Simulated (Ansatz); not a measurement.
Ideal-gas functions of C₂H₄FNSi, SMILES `C[SiH]1N=C1F` at 600 K and 1 bar, from an Ansatz frequency run at PBE0-D4/def2-TZVP.

Molar mass 89.14 g/mol, point group C1 (symmetry number 1), electronic degeneracy 1, moments of inertia 47.205, 211.634, 225.88 u Å². Harmonic wavenumbers (cm⁻¹, unscaled): 110, 159, 229, 367, 435, 597, 624, 725, 749, 781, 796, 919, 1278, 1300, 1441, 1441, 1700, 2256, 3053, 3132, 3157.

Use S(trans) = R[1.5 ln M + 2.5 ln T − 1.1517]; rotational temperatures θ = 24.2544 K / I; S(rot) = R[ln(√π/σ · √(T³/θAθBθC)) + 1.5]; for each mode x = 1.438777 ν̃/T, S = R[x/(eˣ − 1) − ln(1 − e⁻ˣ)] and H = RT x/(eˣ − 1); 1 cm⁻¹ = 0.0119627 kJ/mol; R = 8.31446 J/(mol·K).

Problem. By hand: the entropy, in J/(mol·K).

Solution. Translation 179.4. Rotation: θ = 0.5138, 0.1146, 0.1074 K, giving 118.1. Vibration, mode by mode: 19.42, 16.38, 13.40, 9.64, 8.33, 6.01, 5.70, 4.69, 4.48, 4.22, 4.10, 3.25, 1.64, 1.58, 1.20, 1.20, 0.73, 0.24, 0.05, 0.04, 0.04, in all 106.3. Electronic 0.0. Sum 403.8 J/(mol·K).

Problem. By hand: H − E and G − E in kJ/mol, counted from the electronic energy.

Solution. Zero-point energy ½ × 25249 × 0.0119627 = 151.0; thermal vibration 34.0; translation, rotation and pV give 4 RT = 20.0. H − E = 205.0 kJ/mol, and G − E = 205.0 − 600 × 403.8/1000 = -37.3 kJ/mol.

Vibration gives 26 % of the entropy, 19.4 J/(mol·K) of it from the mode under 150 cm⁻¹: soft modes count most, and the harmonic formula is weakest for them. The sum counts one conformer and one mirror image; others add a mixing term.
